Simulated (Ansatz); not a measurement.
A geometry relaxed with B3LYP-D3(BJ)/def2-TZVP (Ansatz, a quantum-chemistry and plane-wave program), charge 0, multiplicity 1:

```xyz
7

C     -0.4221    -0.7234    -0.0334
C     -0.1696     0.8202     0.0335
C      0.8097    -0.1098    -0.5222
H     -0.6470    -1.4059     0.7723
O     -1.3699     0.2436    -0.4496
O      1.9758    -0.2930    -0.6974
H     -0.1769     1.4683     0.8968
```

Q: Write the SMILES of this molecule.

A: `O=C1[C@H]2O[C@@H]12`
